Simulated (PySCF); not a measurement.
Electron correlation in N(2+) (nitrogen, charge +2)

[He] 2s1 2p2, high-spin 4P determinant (an excited configuration). All numbers are calculated (PySCF 2.14, scalar relativity by spin-free X2C-1e, in x2c-TZVPPall). Frozen: 1s2; 3 electrons correlated.

MP2 pair energies summed by pair of shells (mhartree):

```tsv
pair	energy	share (%)
2p-2p	-7.01	59.6
2s-2p	-4.75	40.4
```

Total MP2 correlation energy: -11.76 mhartree.

Same-spin part -11.76 and opposite-spin part 0.00 mhartree; SCS-MP2 scales them by 1/3 and 6/5 to -3.92 mhartree.
